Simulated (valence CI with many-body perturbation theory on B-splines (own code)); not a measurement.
# E1 line list for Si⁶⁺

Level of theory: relativistic CI+MBPT: six valence electrons over a frozen Dirac-Fock core [He], a basis of 9 s, 9 p, 8 d, 6 f, 3 g, 1 h functions for each j, with the one-electron correlation potential Σ1, the two-electron term Σ2, the three-electron term Σ3, Breit, model QED; selected CI, second order for the rest, scaled by the run's own slope (own B-spline code, finite nucleus).

Against 15 measured levels this calculation errs by 254 cm⁻¹ on average and by 713 at most. These come from a selection out of NIST levels in Kelleher and Podobedova, J. Phys. Chem. Ref. Data 37, 1285 (2008); Martin and Zalubas, J. Phys. Chem. Ref. Data 12, 323 (1983). Levels without a partner in it may be off by more. Among the levels kept, up to 1300 cm⁻¹ of a level comes from second order outside the variational space, and about a tenth of that is noise between levels of different J, which matters for small intervals.

Lines 1 to 50 of 184 in falling wavelength, among levels below 1354800 cm⁻¹, chosen from the strongest by gf and those to the six lowest levels. Wavelengths and rates use the calculated energies, so an error of 300 cm⁻¹ moves a line at 337.5 nm by 1 % and its rate by three times that or more. Electric multipoles are in the length gauge, E1 and E2 with the static RPA response of the core. Weak lines are less certain than strong ones. Lines between different terms over intervals too small for the method are left out, as are lines whose strength nearly cancels. The highest levels of a list are the least certain.

Names give the largest LS component (configuration and term), which can be under half, so a name can repeat, a term be missing and a line seem to break the LS rules; names also repeat where a configuration has a term twice. Letters in brackets count levels of one name in rising energy.

```
λ vac (nm)              Upper           Lower   A (s⁻¹)  S (a.u.) with core polarisation  S without
     337.5      2s²2p³3p ¹P_1  2s²2p³3s ¹P°_1  3.28e+06                         1.87e-01   1.87e-01
     305.9  2s²2p³3p ³P_2 [a]  2s²2p³3s ³D°_3  2.76e+06                         1.95e-01   1.95e-01
     305.8  2s²2p³3p ³P_1 [a]  2s²2p³3s ³D°_2  2.18e+06                         9.22e-02   9.21e-02
     305.7  2s²2p³3p ³P_1 [a]  2s²2p³3s ³D°_1  9.38e+05                         3.97e-02   3.97e-02
     304.7  2s²2p³3p ³P_2 [a]  2s²2p³3s ³D°_2  6.93e+05                         4.84e-02   4.84e-02
     303.7  2s²2p³3p ³P_0 [a]  2s²2p³3s ³D°_1  3.10e+06                         4.29e-02   4.29e-02
     297.5  2s²2p³3p ³D_1 [a]  2s²2p³3s ¹P°_1  1.18e+06                         4.59e-02   4.59e-02
     226.8  2s²2p³3p ³D_2 [a]  2s²2p³3s ³P°_2  5.12e+05                         1.48e-02   1.48e-02
     224.7  2s²2p³3p ³D_2 [a]  2s²2p³3s ³P°_1  3.21e+06                         8.99e-02   8.98e-02
     223.4  2s²2p³3p ³D_1 [a]  2s²2p³3s ³P°_1  1.31e+06                         2.16e-02   2.16e-02
     222.9  2s²2p³3p ³D_3 [a]  2s²2p³3s ³P°_2  3.88e+06                         1.49e-01   1.48e-01
     222.6  2s²2p³3p ³D_1 [a]  2s²2p³3s ³P°_0  1.97e+06                         3.22e-02   3.22e-02
     151.7      2s²2p³3p ⁵P_2  2s²2p³3s ³S°_1  6.93e+05                         5.97e-03   5.97e-03
     150.1      2s²2p³3p ¹P_1  2s²2p³3s ¹D°_2  2.46e+08                         1.23e+00   1.23e+00
     141.6  2s²2p³3p ³D_1 [a]  2s²2p³3s ¹D°_2  6.93e+07                         2.91e-01   2.91e-01
     140.6  2s²2p³3p ³D_3 [a]  2s²2p³3s ¹D°_2  5.86e+05                         5.62e-03   5.62e-03
     133.3  2s²2p³3p ³P_1 [b]  2s²2p³3s ³P°_2  4.53e+07                         1.59e-01   1.59e-01
     132.6  2s²2p³3p ³P_1 [b]  2s²2p³3s ³P°_1  1.43e+07                         4.92e-02   4.92e-02
     132.3  2s²2p³3p ³P_1 [b]  2s²2p³3s ³P°_0  3.86e+06                         1.32e-02   1.32e-02
     132.3  2s²2p³3p ³D_2 [b]  2s²2p³3s ¹P°_1  6.06e+07                         3.46e-01   3.46e-01
     131.0  2s²2p³3p ³D_1 [b]  2s²2p³3s ¹P°_1  9.96e+06                         3.31e-02   3.31e-02
     129.5      2s²2p³3p ³F_3  2s²2p³3s ¹D°_2  6.60e+06                         4.95e-02   4.95e-02
     129.1      2s²2p³3p ¹P_1  2s²2p³3s ³D°_2  2.92e+07                         9.32e-02   9.33e-02
     129.1      2s²2p³3p ¹P_1  2s²2p³3s ³D°_1  7.35e+07                         2.34e-01   2.34e-01
     127.7      2s²2p³3p ¹D_2  2s²2p³3s ¹P°_1  1.18e+08                         6.04e-01   6.04e-01
     123.5      2s²2p³3p ¹F_3  2s²2p³3s ¹D°_2  6.55e+08                         4.26e+00   4.26e+00
     123.4  2s²2p³3p ³D_2 [a]  2s²2p³3s ³D°_3  1.03e+08                         4.79e-01   4.79e-01
     123.2  2s²2p³3p ³D_2 [a]  2s²2p³3s ³D°_2  4.64e+08                         2.14e+00   2.14e+00
     123.2  2s²2p³3p ³D_2 [a]  2s²2p³3s ³D°_1  3.81e+07                         1.76e-01   1.76e-01
     122.9      2s²2p³3p ³S_1  2s²2p³3s ³P°_2  2.90e+08                         7.96e-01   7.96e-01
     122.8  2s²2p³3p ³D_1 [a]  2s²2p³3s ³D°_2  1.27e+08                         3.49e-01   3.49e-01
     122.8  2s²2p³3p ³D_1 [a]  2s²2p³3s ³D°_1  3.63e+08                         9.96e-01   9.96e-01
     122.3      2s²2p³3p ³S_1  2s²2p³3s ³P°_1  1.80e+08                         4.87e-01   4.87e-01
     122.2  2s²2p³3p ³D_3 [a]  2s²2p³3s ³D°_3  6.01e+08                         3.79e+00   3.79e+00
     122.0  2s²2p³3p ³D_3 [a]  2s²2p³3s ³D°_2  1.66e+07                         1.04e-01   1.04e-01
     122.0      2s²2p³3p ³S_1  2s²2p³3s ³P°_0  6.17e+07                         1.66e-01   1.66e-01
     116.8  2s²2p³3p ³P_1 [a]  2s²2p³3s ³S°_1  7.04e+08                         1.66e+00   1.66e+00
     116.7  2s²2p³3p ³P_2 [a]  2s²2p³3s ³S°_1  7.01e+08                         2.75e+00   2.75e+00
     116.6  2s²2p³3p ³P_0 [a]  2s²2p³3s ³S°_1  7.12e+08                         5.56e-01   5.56e-01
     115.8  2s²2p³3p ³D_2 [b]  2s²2p³3s ³P°_2  1.21e+08                         4.65e-01   4.65e-01
     115.3  2s²2p³3p ³D_2 [b]  2s²2p³3s ³P°_1  3.36e+08                         1.27e+00   1.27e+00
     114.8  2s²2p³3p ³D_1 [b]  2s²2p³3s ³P°_2  1.62e+07                         3.62e-02   3.62e-02
     114.6      2s²2p³3p ⁵P_1  2s²2p³3s ⁵S°_2  7.82e+08                         1.74e+00   1.74e+00
     114.3  2s²2p³3p ³D_1 [b]  2s²2p³3s ³P°_1  3.20e+08                         7.07e-01   7.08e-01
     114.2  2s²2p³3p ³D_3 [b]  2s²2p³3s ³P°_2  7.91e+08                         4.07e+00   4.07e+00
     114.2      2s²2p³3p ⁵P_2  2s²2p³3s ⁵S°_2  7.92e+08                         2.91e+00   2.91e+00
     114.1      2s²2p³3p ³F_2  2s²2p³3s ³D°_2  6.54e+07                         2.40e-01   2.40e-01
     114.1      2s²2p³3p ³F_2  2s²2p³3s ³D°_1  7.67e+08                         2.81e+00   2.81e+00
     114.1  2s²2p³3p ³D_1 [b]  2s²2p³3s ³P°_0  4.38e+08                         9.63e-01   9.63e-01
     113.8      2s²2p³3p ³F_3  2s²2p³3s ³D°_3  2.73e+07                         1.39e-01   1.39e-01
```
